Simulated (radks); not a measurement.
The mean radii <r> (bohr) of the occupied orbitals of an atom or ion are listed with their occupations. All-electron calculation, non-relativistic Kohn-Sham, TPSS, spin-polarised, spherical densities, point nucleus; meta-GGA in the generalised Kohn-Sham scheme. Program: a radial shooting solver on a logarithmic mesh with Libxc functionals.

orbital  occ.      <r>
1s up       1  0.05687
1s down     1  0.05687
2s up       1   0.2586
2s down     1   0.2582
2p up       3   0.2264
2p down     3   0.2260
3s up       1   0.7762
3s down     1   0.7787
3p up       3   0.8090
3p down     3   0.8131
3d up       5   0.9561
3d down     1   0.9850
4s up       1    2.440
4p up       1    2.952

Name the element and its charge. Open shells, if any, are filled with parallel spins first.

Answer. Z = 27, cobalt, charge +1: Co+ in [Ar] 3d6 4s1 4p1. The 1s radius gives Z: for a bare nucleus <r> = 1.5/Z, 0.05556 bohr for Z = 27, and screening makes it slightly larger (0.05687 here). The occupations add up to 26, and the charge is Z minus that.
